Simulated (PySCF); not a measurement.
A structure optimised at PBE-D3(BJ)/def2-SVP, used in a PySCF frequency run:

```
B
O 1 1.3639
H 2 0.9748 1 111.19
N 1 1.4309 2 119.20 3 180.00
C 4 1.2106 1 159.39 2 0.00
O 5 1.1799 1 172.47 2 0.00
N 1 1.4420 2 120.53 3 0.00
C 7 1.2147 1 152.45 2 180.00
O 8 1.1788 1 169.40 2 180.00
```

**Question.** Write its SMILES, formula and point group.

**Answer.** O=C=NB(O)N=C=O, C2HBN2O3, Cs

**Question.** What are its rotational constants (standard atomic weights)?

**Answer.** 3.5750, 1.0379, 0.80435 GHz
